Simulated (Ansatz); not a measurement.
Ansatz (a quantum-chemistry and plane-wave program) input for ethylene carbonate (C3H4O3), SMILES O=C1OCCO1, PBE-D3(BJ)/def2-SVP. 

Ansatz 0.2 input:
```yaml
crystal:
  periodic: [false, false, false]
  atoms:
    - {symbol: O, position_ang: [-0.00000000, -0.00000000, 2.03979496]}
    - {symbol: C, position_ang: [0.00000000, -0.00000000, 0.85206002]}
    - {symbol: O, position_ang: [0.10393180, -1.10635281, 0.06988467]}
    - {symbol: C, position_ang: [-0.11390923, -0.75851080, -1.29448730]}
    - {symbol: C, position_ang: [0.11390923, 0.75851081, -1.29448730]}
    - {symbol: O, position_ang: [-0.10393180, 1.10635281, 0.06988467]}
    - {symbol: H, position_ang: [0.59243658, -1.31131493, -1.92858490]}
    - {symbol: H, position_ang: [-1.14454463, -1.02953132, -1.57892858]}
    - {symbol: H, position_ang: [-0.59243657, 1.31131493, -1.92858491]}
    - {symbol: H, position_ang: [1.14454462, 1.02953131, -1.57892857]}
basis:
  gaussian:
    orbitals: def2-SVP
hamiltonian:
  xc: pbe
  dispersion: d3bj
relax: {f_tol: 0.002, max_steps: 200}
```

It prints:

```
WARN ansatz: RAYON_NUM_THREADS=1 ignored (pool sized by the plan → 1); use --threads N
Functional definition: PBE
integrals: 0.05 GiB planned
1135 factors; their error is unknown
mean field: 0.28 GiB planned
mean field evaluation 1: about -9292.5883 eV, gradient 6.3e1 eV
mean field evaluation 2: about -9276.0669 eV, gradient 1.1e2 eV
mean field evaluation 4: about -9300.0837 eV, gradient 7.9e0 eV
mean field evaluation 8: about -9300.1992 eV, gradient 2.7e-1 eV
mean field evaluation 16: about -9300.1426 eV, gradient 1.1e-4 eV
mean field -9300.14259798 eV, -341.7739366127 hartree, gradient 1.5e-5 eV, S^2 0.000000; 0 other end points of the search recorded, 0 dependent functions left out
the calculation of the forces begins
reference -9300.14262402 eV, -341.7739375695 hartree; 23, 23 occupied and 81, 81 virtual orbitals, 1135 factors
relax step   1: F+E_penalty+E_count = -9300.32954111 eV  Δ(F+E_penalty+E_count) = +0.000e0 eV  max|allowed force component| = 1.025e0 eV/Å  Δτ_max = 0.0000 Å  (31 SCF iters, accepted)
these checks for a lower state are left out or cut short: starts, cluster_reference, orbital_swaps, neighbouring_geometries, increment
integrals: 0.05 GiB planned
1135 factors; their error is unknown
mean field: 0.28 GiB planned
mean field -9300.15863014 eV, -341.7745257837 hartree, gradient 1.9e-5 eV, S^2 0.000000; 0 other end points of the search recorded, 0 dependent functions left out
the calculation of the forces begins
reference -9300.15865621 eV, -341.7745267417 hartree; 23, 23 occupied and 81, 81 virtual orbitals, 1135 factors
relax step   2: F+E_penalty+E_count = -9300.34514580 eV  Δ(F+E_penalty+E_count) = -1.560e-2 eV  max|allowed force component| = 2.187e-1 eV/Å  Δτ_max = 0.0125 Å  (33 SCF iters, accepted)
these checks for a lower state are left out or cut short: starts, cluster_reference, orbital_swaps, neighbouring_geometries, increment
integrals: 0.05 GiB planned
1135 factors; their error is unknown
mean field: 0.28 GiB planned
mean field evaluation 32: about -9300.1606 eV, gradient 1.0e-4 eV
mean field -9300.16060451 eV, -341.7745983405 hartree, gradient 1.9e-5 eV, S^2 0.000000; 0 other end points of the search recorded, 0 dependent functions left out
the calculation of the forces begins
reference -9300.16063057 eV, -341.7745992983 hartree; 23, 23 occupied and 81, 81 virtual orbitals, 1135 factors
relax step   3: F+E_penalty+E_count = -9300.34694740 eV  Δ(F+E_penalty+E_count) = -1.802e-3 eV  max|allowed force component| = 5.716e-2 eV/Å  Δτ_max = 0.0048 Å  (33 SCF iters, accepted)
these checks for a lower state are left out or cut short: starts, cluster_reference, orbital_swaps, neighbouring_geometries, increment
integrals: 0.05 GiB planned
1135 factors; their error is unknown
mean field: 0.28 GiB planned
mean field -9300.16070489 eV, -341.7746020295 hartree, gradient 1.9e-5 eV, S^2 0.000000; 0 other end points of the search recorded, 0 dependent functions left out
the calculation of the forces begins
reference -9300.16073095 eV, -341.7746029870 hartree; 23, 23 occupied and 81, 81 virtual orbitals, 1135 factors
relax step   4: F+E_penalty+E_count = -9300.34705081 eV  Δ(F+E_penalty+E_count) = -1.034e-4 eV  max|allowed force component| = 1.354e-2 eV/Å  Δτ_max = 0.0024 Å  (34 SCF iters, accepted)
these checks for a lower state are left out or cut short: starts, cluster_reference, orbital_swaps, neighbouring_geometries, increment
integrals: 0.05 GiB planned
1135 factors; their error is unknown
mean field: 0.28 GiB planned
mean field -9300.16076219 eV, -341.7746041351 hartree, gradient 1.9e-5 eV, S^2 0.000000; 0 other end points of the search recorded, 0 dependent functions left out
the calculation of the forces begins
reference -9300.16078823 eV, -341.7746050920 hartree; 23, 23 occupied and 81, 81 virtual orbitals, 1135 factors
relax step   5: F+E_penalty+E_count = -9300.34713844 eV  Δ(F+E_penalty+E_count) = -8.763e-5 eV  max|allowed force component| = 2.067e-2 eV/Å  Δτ_max = 0.0048 Å  (33 SCF iters, accepted)
these checks for a lower state are left out or cut short: starts, cluster_reference, orbital_swaps, neighbouring_geometries, increment
integrals: 0.05 GiB planned
1135 factors; their error is unknown
mean field: 0.28 GiB planned
mean field -9300.16077941 eV, -341.7746047680 hartree, gradient 1.9e-5 eV, S^2 0.000000; 0 other end points of the search recorded, 0 dependent functions left out
the calculation of the forces begins
reference -9300.16080543 eV, -341.7746057241 hartree; 23, 23 occupied and 81, 81 virtual orbitals, 1135 factors
relax step   6: F+E_penalty+E_count = -9300.34719420 eV  Δ(F+E_penalty+E_count) = -5.576e-5 eV  max|allowed force component| = 2.083e-2 eV/Å  Δτ_max = 0.0057 Å  (33 SCF iters, accepted)
these checks for a lower state are left out or cut short: starts, cluster_reference, orbital_swaps, neighbouring_geometries, increment
integrals: 0.05 GiB planned
1135 factors; their error is unknown
mean field: 0.28 GiB planned
mean field evaluation 64: about -9300.1608 eV, gradient 1.0e-4 eV
mean field -9300.16077280 eV, -341.7746045250 hartree, gradient 1.9e-5 eV, S^2 0.000000; 0 other end points of the search recorded, 0 dependent functions left out
the calculation of the forces begins
reference -9300.16079881 eV, -341.7746054809 hartree; 23, 23 occupied and 81, 81 virtual orbitals, 1135 factors
relax step   7: F+E_penalty+E_count = -9300.34720715 eV  Δ(F+E_penalty+E_count) = -1.294e-5 eV  max|allowed force component| = 4.105e-3 eV/Å  Δτ_max = 0.0024 Å  (34 SCF iters, accepted)
these checks for a lower state are left out or cut short: starts, cluster_reference, orbital_swaps, neighbouring_geometries, increment
integrals: 0.05 GiB planned
1135 factors; their error is unknown
mean field: 0.28 GiB planned
mean field -9300.16077194 eV, -341.7746044933 hartree, gradient 2.6e-5 eV, S^2 0.000000; 0 other end points of the search recorded, 0 dependent functions left out
the calculation of the forces begins
reference -9300.16079795 eV, -341.7746054492 hartree; 23, 23 occupied and 81, 81 virtual orbitals, 1135 factors
relax step   8: F+E_penalty+E_count = -9300.34720757 eV  Δ(F+E_penalty+E_count) = -4.201e-7 eV  max|allowed force component| = 6.091e-4 eV/Å  Δτ_max = 0.0001 Å  (20 SCF iters, accepted)
integrals: 0.05 GiB planned
1135 factors; their error is unknown
mean field: 0.28 GiB planned
mean field -9300.16077194 eV, -341.7746044933 hartree, gradient 2.9e-5 eV, S^2 0.000000; 1 other end points of the search recorded, 0 dependent functions left out
the calculation of the forces begins
reference -9300.16079795 eV, -341.7746054492 hartree; 23, 23 occupied and 81, 81 virtual orbitals, 1135 factors
Total energy: -9300.34723358 eV, -341.7814568322 hartree
Atom 0 at     0.000000     0.000000     2.054302 Å, force     0.000000     0.000000     0.000518 eV/Å
Atom 1 at     0.000000     0.000000     0.856766 Å, force     0.000000     0.000000    -0.000609 eV/Å
Atom 2 at     0.124100    -1.114976     0.069355 Å, force    -0.000088     0.000113     0.000092 eV/Å
Atom 3 at    -0.114116    -0.759200    -1.295469 Å, force     0.000447    -0.000094    -0.000004 eV/Å
Atom 4 at     0.114116     0.759200    -1.295469 Å, force    -0.000447     0.000094    -0.000004 eV/Å
Atom 5 at    -0.124100     1.114976     0.069355 Å, force     0.000088    -0.000113     0.000092 eV/Å
Atom 6 at     0.586422    -1.315750    -1.947157 Å, force    -0.000061     0.000021    -0.000016 eV/Å
Atom 7 at    -1.157309    -1.031285    -1.568451 Å, force     0.000044     0.000211    -0.000028 eV/Å
Atom 8 at    -0.586422     1.315750    -1.947157 Å, force     0.000061    -0.000021    -0.000016 eV/Å
Atom 9 at     1.157309     1.031285    -1.568451 Å, force    -0.000044    -0.000211    -0.000028 eV/Å
Dipole moment:    -0.000000     0.000000    -1.040259 e Å
```

Self-consistency was reached.
